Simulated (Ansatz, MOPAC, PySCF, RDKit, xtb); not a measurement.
Torsion H4–N1–Si2–Cl3 in ClH2NSi (SMILES N[Si]Cl); at each angle all else is relaxed with GFN2-xTB, and the levels are single points there.
Geometry at 0° (charge 0, multiplicity 1):
```xyz
5

N     -0.66168    -0.01396     0.05816
Si     0.75109    -0.91023     0.39174
Cl     1.88327     0.62180     1.24548
H     -0.77663     0.96919     0.26825
H     -1.47879    -0.41209    -0.37280
```

```json
[
 {"level": "MMFF94", "energy at 270° less that at 0° (kJ/mol)": "-16.6", "minus CCSD(T)/CBS(cc-pV(T+d)Z, cc-pV(Q+d)Z)": "-77.3"},
 {"level": "UFF", "energy at 270° less that at 0° (kJ/mol)": "91.2", "minus CCSD(T)/CBS(cc-pV(T+d)Z, cc-pV(Q+d)Z)": "30.5"},
 {"level": "PM3", "energy at 270° less that at 0° (kJ/mol)": "57.0", "minus CCSD(T)/CBS(cc-pV(T+d)Z, cc-pV(Q+d)Z)": "-3.7"},
 {"level": "PM6", "energy at 270° less that at 0° (kJ/mol)": "20.6", "minus CCSD(T)/CBS(cc-pV(T+d)Z, cc-pV(Q+d)Z)": "-40.1"},
 {"level": "GFN1-xTB", "energy at 270° less that at 0° (kJ/mol)": "36.0", "minus CCSD(T)/CBS(cc-pV(T+d)Z, cc-pV(Q+d)Z)": "-24.7"},
 {"level": "GFN2-xTB", "energy at 270° less that at 0° (kJ/mol)": "25.5", "minus CCSD(T)/CBS(cc-pV(T+d)Z, cc-pV(Q+d)Z)": "-35.2"},
 {"level": "HF/STO-3G", "energy at 270° less that at 0° (kJ/mol)": "70.0", "minus CCSD(T)/CBS(cc-pV(T+d)Z, cc-pV(Q+d)Z)": "9.4"},
 {"level": "HF/3-21G", "energy at 270° less that at 0° (kJ/mol)": "72.7", "minus CCSD(T)/CBS(cc-pV(T+d)Z, cc-pV(Q+d)Z)": "12.0"},
 {"level": "HF/cc-pV(D+d)Z", "energy at 270° less that at 0° (kJ/mol)": "61.0", "minus CCSD(T)/CBS(cc-pV(T+d)Z, cc-pV(Q+d)Z)": "0.3"},
 {"level": "HF/cc-pV(Q+d)Z", "energy at 270° less that at 0° (kJ/mol)": "60.8", "minus CCSD(T)/CBS(cc-pV(T+d)Z, cc-pV(Q+d)Z)": "0.1"},
 {"level": "SVWN5/def2-TZVPP", "energy at 270° less that at 0° (kJ/mol)": "62.0", "minus CCSD(T)/CBS(cc-pV(T+d)Z, cc-pV(Q+d)Z)": "1.4"},
 {"level": "PBE/def2-TZVPP", "energy at 270° less that at 0° (kJ/mol)": "59.2", "minus CCSD(T)/CBS(cc-pV(T+d)Z, cc-pV(Q+d)Z)": "-1.5"},
 {"level": "PBE-D3(BJ)/def2-TZVPP", "energy at 270° less that at 0° (kJ/mol)": "59.2", "minus CCSD(T)/CBS(cc-pV(T+d)Z, cc-pV(Q+d)Z)": "-1.5"},
 {"level": "PBE-D4/def2-TZVPP", "energy at 270° less that at 0° (kJ/mol)": "59.3", "minus CCSD(T)/CBS(cc-pV(T+d)Z, cc-pV(Q+d)Z)": "-1.4"},
 {"level": "BLYP-D3(BJ)/def2-TZVPP", "energy at 270° less that at 0° (kJ/mol)": "57.9", "minus CCSD(T)/CBS(cc-pV(T+d)Z, cc-pV(Q+d)Z)": "-2.8"},
 {"level": "BLYP-D4/def2-TZVPP", "energy at 270° less that at 0° (kJ/mol)": "58.1", "minus CCSD(T)/CBS(cc-pV(T+d)Z, cc-pV(Q+d)Z)": "-2.6"},
 {"level": "BP86/6-31G*", "energy at 270° less that at 0° (kJ/mol)": "62.2", "minus CCSD(T)/CBS(cc-pV(T+d)Z, cc-pV(Q+d)Z)": "1.6"},
 {"level": "r2SCAN/def2-TZVPP", "energy at 270° less that at 0° (kJ/mol)": "63.0", "minus CCSD(T)/CBS(cc-pV(T+d)Z, cc-pV(Q+d)Z)": "2.3"},
 {"level": "r2SCAN-D3(BJ)/def2-TZVPP", "energy at 270° less that at 0° (kJ/mol)": "63.0", "minus CCSD(T)/CBS(cc-pV(T+d)Z, cc-pV(Q+d)Z)": "2.3"},
 {"level": "r2SCAN-D4/def2-TZVPP", "energy at 270° less that at 0° (kJ/mol)": "63.0", "minus CCSD(T)/CBS(cc-pV(T+d)Z, cc-pV(Q+d)Z)": "2.3"},
 {"level": "B3LYP/3-21G", "energy at 270° less that at 0° (kJ/mol)": "75.5", "minus CCSD(T)/CBS(cc-pV(T+d)Z, cc-pV(Q+d)Z)": "14.8"},
 {"level": "B3LYP/6-31G*", "energy at 270° less that at 0° (kJ/mol)": "62.5", "minus CCSD(T)/CBS(cc-pV(T+d)Z, cc-pV(Q+d)Z)": "1.8"},
 {"level": "B3LYP/LANL2DZ", "energy at 270° less that at 0° (kJ/mol)": "80.4", "minus CCSD(T)/CBS(cc-pV(T+d)Z, cc-pV(Q+d)Z)": "19.7"},
 {"level": "B3LYP/def2-TZVPP", "energy at 270° less that at 0° (kJ/mol)": "59.5", "minus CCSD(T)/CBS(cc-pV(T+d)Z, cc-pV(Q+d)Z)": "-1.2"},
 {"level": "B3LYP-D3(BJ)/def2-TZVPP", "energy at 270° less that at 0° (kJ/mol)": "59.6", "minus CCSD(T)/CBS(cc-pV(T+d)Z, cc-pV(Q+d)Z)": "-1.1"},
 {"level": "B3LYP-D4/def2-TZVPP", "energy at 270° less that at 0° (kJ/mol)": "59.7", "minus CCSD(T)/CBS(cc-pV(T+d)Z, cc-pV(Q+d)Z)": "-1.0"},
 {"level": "PBE0/def2-TZVPP", "energy at 270° less that at 0° (kJ/mol)": "60.8", "minus CCSD(T)/CBS(cc-pV(T+d)Z, cc-pV(Q+d)Z)": "0.1"},
 {"level": "PBE0-D3(BJ)/def2-TZVPP", "energy at 270° less that at 0° (kJ/mol)": "60.8", "minus CCSD(T)/CBS(cc-pV(T+d)Z, cc-pV(Q+d)Z)": "0.1"},
 {"level": "PBE0-D4/def2-TZVPP", "energy at 270° less that at 0° (kJ/mol)": "60.9", "minus CCSD(T)/CBS(cc-pV(T+d)Z, cc-pV(Q+d)Z)": "0.2"},
 {"level": "M06-2X/6-31G*", "energy at 270° less that at 0° (kJ/mol)": "64.0", "minus CCSD(T)/CBS(cc-pV(T+d)Z, cc-pV(Q+d)Z)": "3.3"},
 {"level": "M06-2X/def2-TZVPP", "energy at 270° less that at 0° (kJ/mol)": "60.4", "minus CCSD(T)/CBS(cc-pV(T+d)Z, cc-pV(Q+d)Z)": "-0.3"},
 {"level": "wB97M-V/def2-TZVPP", "energy at 270° less that at 0° (kJ/mol)": "60.4", "minus CCSD(T)/CBS(cc-pV(T+d)Z, cc-pV(Q+d)Z)": "-0.3"},
 {"level": "MP2/cc-pV(D+d)Z", "energy at 270° less that at 0° (kJ/mol)": "65.4", "minus CCSD(T)/CBS(cc-pV(T+d)Z, cc-pV(Q+d)Z)": "4.8"},
 {"level": "MP2/cc-pV(Q+d)Z", "energy at 270° less that at 0° (kJ/mol)": "63.0", "minus CCSD(T)/CBS(cc-pV(T+d)Z, cc-pV(Q+d)Z)": "2.3"},
 {"level": "MP2/CBS(cc-pV(T+d)Z, cc-pV(Q+d)Z)", "energy at 270° less that at 0° (kJ/mol)": "62.9", "minus CCSD(T)/CBS(cc-pV(T+d)Z, cc-pV(Q+d)Z)": "2.3"},
 {"level": "SCS-MP2/cc-pV(D+d)Z", "energy at 270° less that at 0° (kJ/mol)": "64.9", "minus CCSD(T)/CBS(cc-pV(T+d)Z, cc-pV(Q+d)Z)": "4.2"},
 {"level": "CCSD/cc-pV(D+d)Z", "energy at 270° less that at 0° (kJ/mol)": "62.6", "minus CCSD(T)/CBS(cc-pV(T+d)Z, cc-pV(Q+d)Z)": "2.0"},
 {"level": "CCSD/cc-pV(T+d)Z", "energy at 270° less that at 0° (kJ/mol)": "60.9", "minus CCSD(T)/CBS(cc-pV(T+d)Z, cc-pV(Q+d)Z)": "0.2"},
 {"level": "CCSD/cc-pV(Q+d)Z", "energy at 270° less that at 0° (kJ/mol)": "60.7", "minus CCSD(T)/CBS(cc-pV(T+d)Z, cc-pV(Q+d)Z)": "0.0"},
 {"level": "CCSD(T)/CBS(cc-pV(T+d)Z, cc-pV(Q+d)Z)", "energy at 270° less that at 0° (kJ/mol)": "60.7", "minus CCSD(T)/CBS(cc-pV(T+d)Z, cc-pV(Q+d)Z)": "0.0"}
]
```

 The comparison column counts from a level with limits of its own.

The rows run from -16.6 (MMFF94) to 91.2 kJ/mol (UFF). From cc-pV(D+d)Z to cc-pV(Q+d)Z MP2 changes by -2.4. The dispersion term adds 0.0 in PBE-D3(BJ), 0.1 in PBE-D4, 0.0 in r2SCAN-D3(BJ). The 7 functionals in def2-TZVPP without D3 or D4 span 3.8, from PBE to r2SCAN.

On the grid 0° to 330°, 270° is the highest and 0° the lowest point at CCSD(T)/CBS(cc-pV(T+d)Z, cc-pV(Q+d)Z).

Correlated levels freeze the cores. CBS(a, b) extrapolates the correlation energy as X⁻³ and adds the Hartree–Fock energy of set b. Rows in 3-21G, 6-31G*, LANL2DZ, STO-3G carry no dispersion term and start afresh at each structure (6-31G* with six Cartesian d functions). LANL2DZ brings its own core potentials from Na on. The state that PM3, PM6 reach isn't checked.

Run with Ansatz (a first-principles code) with Gaussian orbitals; MOPAC for PM3, PM6 (differences of heats of formation); PySCF for 3-21G rows, 6-31G* rows, LANL2DZ rows, M06-2X, STO-3G rows, the dispersion terms; RDKit for the force fields; xtb for the GFN methods. Each number belongs to the level named beside it.
